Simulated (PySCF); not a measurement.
Species: C₅H₂N₂.
SMILES with atom numbers: `[N:1]#[C:2][CH:3]=[C:4]=[CH:5][C:6]#[N:7]` (hydrogens: H8 on C3; H9 on C5)

Method: PySCF, PBE0-D3(BJ)/def2-TZVP geometry optimisation, gas phase.

(1) What internal coordinates does the optimisation give?

Answers

(1) 
```json
{"bond": "N1≡C2, C6≡N7", "length (Å)": "1.151"}
{"bond": "C2–C3, C5–C6", "length (Å)": "1.422"}
{"bond": "C3=C4, C4=C5", "length (Å)": "1.304"}
{"bond": "C3–H8, C5–H9", "length (Å)": "1.088"}
```

Bonds in one row agree within 0.01 Å and their mean is given. A selection of angles:
```json
{"angle": "N1–C2–C3", "degrees": "178.5"}
{"angle": "C2–C3–C4", "degrees": "122.7"}
{"angle": "C2–C3–H8", "degrees": "117.4"}
{"angle": "C4–C3–H8", "degrees": "119.9"}
{"angle": "C3–C4–C5", "degrees": "178.5"}
```

The C–C distances run from 1.304 Å (C4=C5, drawn double) to 1.422 Å (C2–C3, drawn single), a spread of 0.118 Å.

Point group: C2 (tolerance 0.08 Å). Whether it is a minimum is left open (no frequencies).
